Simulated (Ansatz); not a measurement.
Ligand exchange: Cd(CH3)Br + CuNH2 → Cd(CH3)(NH2) + CuBr

Species: Cd(CH3)Br, singlet; CuNH2 `[NH2][Cu]`, singlet; Cd(CH3)(NH2), singlet; CuBr (copper(i) bromide), singlet. The partners trade Br for NH2: Cd–Br and Cu–NH2 bonds give way to Cd–NH2 and Cu–Br.

Shapes, held fixed at every level: PBE0-D4/def2-TZVP. Programs: Ansatz 0.2.0. Electronic energies: no zero-point or thermal term.

```csv
level,kind,ΔE (kJ/mol)
HF/def2-SVP,Hartree–Fock,-44.9
PBE-D4/def2-TZVPP,GGA,+12.5
r2SCAN-D4/def2-TZVPP,meta-GGA,+8.6
B3LYP-D4/def2-TZVPP,global hybrid,+1.4
BHLYP-D4/def2-TZVPP,global hybrid,-16.6
PBE0-D4/def2-TZVPP,global hybrid,-4.4
wB97M-V/def2-TZVPP,range-separated hybrid,-8.2
wB97X-V/def2-TZVPP,range-separated hybrid,-10.1
```

wB97X-V/def2-TZVPP gives ΔE = -10.1 kJ/mol; the levels span -44.9 to +12.5. They disagree on the sign: 3 of 8 are positive. The median of the levels is -6.3. No measured value is set beside it here. For atoms past krypton def2 sets carry core potentials with scalar relativity. Relativity is left out for Br, Cu.
